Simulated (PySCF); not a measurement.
AsH₅Si.

```xyz
7

Si    -1.5654    -0.0055     0.0000
As     0.7988     0.0613     0.0000
H     -2.0492     0.7111     1.2086
H     -2.0492     0.7111    -1.2086
H     -2.1178    -1.3846     0.0000
H      0.8850    -0.9908     1.0974
H      0.8850    -0.9908    -1.0974
```

Geometry: PBE0-D3(BJ)/def2-TZVP.

All values below come from PBE0/pcSseg-2 in PySCF. Non-relativistic, no solvent.

Computed absolute GIAO shielding of each atom: isotropic value and principal components (ppm):
```tsv
atom	σ(iso)	σ11	σ22	σ33	span
Si1	422.5	399.5	416.5	451.5	52.1
As2	1973.3	1858.9	1914.3	2146.7	287.8
H3	27.4	24.0	25.1	33.0	9.0
H4	27.4	24.0	25.1	33.0	9.0
H5	27.0	23.2	25.0	32.9	9.8
H6	29.3	22.5	23.9	41.5	19.0
H7	29.3	22.5	23.9	41.5	19.0
```
